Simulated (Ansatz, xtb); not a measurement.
## C2H7GeNa: which of two isomers lies lower

Structure X: `C[CH2][GeH2][Na]`, a singlet. Structure Y: `[CH3][GeH]([CH3])[Na]`, a singlet. Both are isolated molecules in the gas phase, relaxed with PBE0-D3(BJ)/def2-SVP; the shapes shown needn't be the lowest conformers.

X (Å):

```yaml
atoms:
  - { symbol: C, position_ang: [1.4764, -2.1334, -1.9946] }
  - { symbol: C, position_ang: [1.2531, -2.2061, -0.4915] }
  - { symbol: Ge, position_ang: [-0.6581, -2.0147, 0.0639] }
  - { symbol: Na, position_ang: [-1.2631, -2.1121, 2.7589] }
  - { symbol: H, position_ang: [1.1284, -1.1714, -2.4041] }
  - { symbol: H, position_ang: [0.9180, -2.9247, -2.5203] }
  - { symbol: H, position_ang: [2.5415, -2.2432, -2.2671] }
  - { symbol: H, position_ang: [1.6189, -3.1663, -0.0892] }
  - { symbol: H, position_ang: [1.8279, -1.4193, 0.0263] }
  - { symbol: H, position_ang: [-1.1026, -0.6964, -0.6609] }
  - { symbol: H, position_ang: [-1.3866, -3.0933, -0.8119] }
```

Y (Å):

```yaml
atoms:
  - { symbol: C, position_ang: [-3.0014, 1.4484, 1.9261] }
  - { symbol: C, position_ang: [-0.5405, -0.0269, 0.6779] }
  - { symbol: Ge, position_ang: [-1.5801, 1.6678, 0.5471] }
  - { symbol: Na, position_ang: [-0.1198, 4.0272, 0.6423] }
  - { symbol: H, position_ang: [-3.7443, 2.2581, 1.8617] }
  - { symbol: H, position_ang: [-3.5244, 0.4876, 1.7930] }
  - { symbol: H, position_ang: [-2.5642, 1.4662, 2.9365] }
  - { symbol: H, position_ang: [-2.3716, 1.4850, -0.7977] }
  - { symbol: H, position_ang: [0.0024, -0.0733, 1.6347] }
  - { symbol: H, position_ang: [0.1962, -0.1035, -0.1363] }
  - { symbol: H, position_ang: [-1.2127, -0.8982, 0.6195] }
```

Quicker runs give these differences E(Y) − E(X): GFN2-xTB +2.6 kcal/mol; HF/STO-3G −9.0 kcal/mol (at GFN2-xTB geometries); r2SCAN-D4/def2-SVP −4.8 kcal/mol (at GFN2-xTB geometries).

Which of the two would you expect CCSD(T)/def2-SVP + ΔMP2/def2-TZVPP electronic energies to favour?

Structure Y; the calculation gives E(Y) − E(X) = −6.5 kcal/mol.

How the difference moves with the method:

| level | geometry | E(Y) − E(X) (kcal/mol) | departure from the last row (kcal/mol) | job, with rough time for the two |
| --- | --- | --- | --- | --- |
| GFN2-xTB | GFN2-xTB | +2.6 | +9.2 | optimisation, 0.28 s |
| HF/STO-3G | GFN2-xTB | −9.0 | −2.5 | single point, 0.42 s |
| r2SCAN-D4/def2-SVP | GFN2-xTB | −4.8 | +1.8 | single point, 6.2 s |
| PBE0-D3(BJ)/def2-SVP | PBE0-D3(BJ)/def2-SVP | −3.9 | +2.6 | optimisation, 37 s |
| HF/def2-SVP | PBE0-D3(BJ)/def2-SVP | −3.6 | +2.9 | part of the CCSD(T) run |
| MP2/def2-SVP | PBE0-D3(BJ)/def2-SVP | −3.6 | +2.9 | part of the CCSD(T) run |
| CCSD(T)/def2-SVP | PBE0-D3(BJ)/def2-SVP | −2.8 | +3.7 | single point |
| CCSD(T)/def2-SVP + ΔMP2/def2-TZVPP | PBE0-D3(BJ)/def2-SVP | −6.5 |  | single point, 53 s |

As drawn, Y has 1 C–Ge, 1 C–H in place of 1 C–C, 1 Ge–H.

GFN2-xTB puts the two in the other order. The largest departure from CCSD(T)/def2-SVP + ΔMP2/def2-TZVPP is that of GFN2-xTB, 9.2 kcal/mol. The last row adds to CCSD(T) the change of the MP2 difference between the two basis sets, here −3.7 kcal/mol, a large step that makes the value less sure.

With harmonic frequencies from PBE0-D3(BJ)/def2-SVP (ideal gas, rigid rotor, one conformer each, 298.15 K, 1 atm): the zero-point term adds +0.2 kcal/mol; ΔH is −6.0 and ΔG −6.5 kcal/mol.

The correlated steps freeze 12 core orbitals; the filled d shell of Ge is correlated; the last core shell of Na is correlated, in a basis made for valence electrons. Codes used: Ansatz 0.2.0, xtb 6.7.1; the last row on 2 threads of Arm Neoverse V1 on a shared host.
